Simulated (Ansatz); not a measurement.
Cost and result for the atomization energy of `[CH3][Ga][N]=C=O` radical (8 atoms, 7 bonds).

```json
{"atom": "C1", "x (Å)": "-0.7395", "y (Å)": "1.5488", "z (Å)": "-0.3842"}
{"atom": "Ga2", "x (Å)": "-0.9276", "y (Å)": "-0.3634", "z (Å)": "0.1464"}
{"atom": "N3", "x (Å)": "0.7174", "y (Å)": "-1.2415", "z (Å)": "0.3003"}
{"atom": "C4", "x (Å)": "1.2249", "y (Å)": "-2.2989", "z (Å)": "0.5641"}
{"atom": "O5", "x (Å)": "1.7662", "y (Å)": "-3.3044", "z (Å)": "0.8113"}
{"atom": "H6", "x (Å)": "-0.1248", "y (Å)": "2.0399", "z (Å)": "0.3736"}
{"atom": "H7", "x (Å)": "-0.2139", "y (Å)": "1.5728", "z (Å)": "-1.3416"}
{"atom": "H8", "x (Å)": "-1.7028", "y (Å)": "2.0467", "z (Å)": "-0.4698"}
```

The species carries charge 0 and has multiplicity 2. Correlated methods include outer-core shells of Ga, which these sets cover unevenly. Scalar relativity is left out up to krypton. The structure was optimised at the PBE0-D4/def2-TZVP level. It is one conformer, not always the lowest. Program: Ansatz. All runs use 4 threads of an Arm Neoverse V1 on a shared host. Times are those of one run each, without the atoms' runs, and a repeat can differ threefold. Electronic energies, without spin–orbit coupling; frozen cores. CCSD(T)/CBS adds CCSD(T) − MP2 in def2-TZVPP to the MP2 limit, and its time is that of the two runs behind it. T1 = 0.016; ⟨S²⟩ of the reference is 0.76. With those shells the extrapolation isn't a true limit. B3LYP takes the VWN-RPA correlation (the form of Gaussian; ORCA's B3LYP/G). HSE06 is the plane-wave form, built on full-range PBE exchange.

CCSD(T)/CBS is a level of theory with its own doubt, some kJ/mol a heavy atom from the limit and from the frozen cores, so smaller differences don't rank the functionals.

```json
{"level": "LDA (SPW92)/def2-TZVPP", "functions": "214", "wall time": "1.6 s", "atomization (kJ/mol)": "3765.4", "difference from CCSD(T)/CBS": "583.8", "per bond": "83.4"}
{"level": "BLYP-D4/def2-TZVPP", "functions": "214", "wall time": "2.6 s", "atomization (kJ/mol)": "3244.6", "difference from CCSD(T)/CBS": "63.0", "per bond": "9.0"}
{"level": "revPBE-D4/def2-TZVPP", "functions": "214", "wall time": "2.8 s", "atomization (kJ/mol)": "3241.2", "difference from CCSD(T)/CBS": "59.6", "per bond": "8.5"}
{"level": "PBE0-D4/def2-TZVPP", "functions": "214", "wall time": "4.2 s", "atomization (kJ/mol)": "3229.8", "difference from CCSD(T)/CBS": "48.2", "per bond": "6.9"}
{"level": "HSE06-D4/def2-TZVPP", "functions": "214", "wall time": "4.7 s", "atomization (kJ/mol)": "3233.7", "difference from CCSD(T)/CBS": "52.1", "per bond": "7.5"}
{"level": "B3LYP-D4/def2-TZVPP (with forces)", "functions": "214", "wall time": "5 s", "atomization (kJ/mol)": "3205.7", "difference from CCSD(T)/CBS": "24.1", "per bond": "3.5"}
{"level": "B2PLYP/def2-TZVPP", "functions": "214", "wall time": "6.5 s", "atomization (kJ/mol)": "3182.7", "difference from CCSD(T)/CBS": "1.1", "per bond": "0.2"}
{"level": "r2SCANh-D4/def2-TZVPP", "functions": "214", "wall time": "7.5 s", "atomization (kJ/mol)": "3197.4", "difference from CCSD(T)/CBS": "15.8", "per bond": "2.3"}
{"level": "ωB97M-V/def2-TZVPP (with forces)", "functions": "214", "wall time": "15 s", "atomization (kJ/mol)": "3202.7", "difference from CCSD(T)/CBS": "21.1", "per bond": "3.0"}
{"level": "CCSD(T)/def2-SVP", "functions": "103", "wall time": "20 s", "atomization (kJ/mol)": "3016.4", "difference from CCSD(T)/CBS": "-165.2", "per bond": "-23.6"}
{"level": "MP2/def2-QZVPP", "functions": "407", "wall time": "27 s", "atomization (kJ/mol)": "3267.0", "difference from CCSD(T)/CBS": "85.4", "per bond": "12.2"}
{"level": "CCSD(T)/def2-TZVPP", "functions": "214", "wall time": "8 min", "atomization (kJ/mol)": "3100.6", "difference from CCSD(T)/CBS": "-81.0", "per bond": "-11.6"}
{"level": "CCSD(T)/CBS(def2)", "functions": "–", "wall time": "8.5 min", "atomization (kJ/mol)": "3181.6", "difference from CCSD(T)/CBS": "0.0", "per bond": "0.0"}
```

Leaving LDA and LC-ωPBE aside and taking each functional with its dispersion term where it has one, the values, not all of them listed here, spread over 295.0 kJ/mol, from BHLYP-D4 to PBE-D4. LDA lies +434.8 kJ/mol from PBE without D4, its usual overbinding. From BLYP to BHLYP (50 % exact exchange), in def2-TZVPP and without D4, the atomization energy moves by −180.8 kJ/mol: exact exchange takes away binding that semilocal exchange gives to molecules. In def2-TZVPP, CCSD(T) changes the Hartree–Fock value by +921.3 kJ/mol (the triples alone add +75.7 kJ/mol) and MP2 by +1039.7 kJ/mol; breaking electron pairs costs correlation energy, which Hartree–Fock lacks.
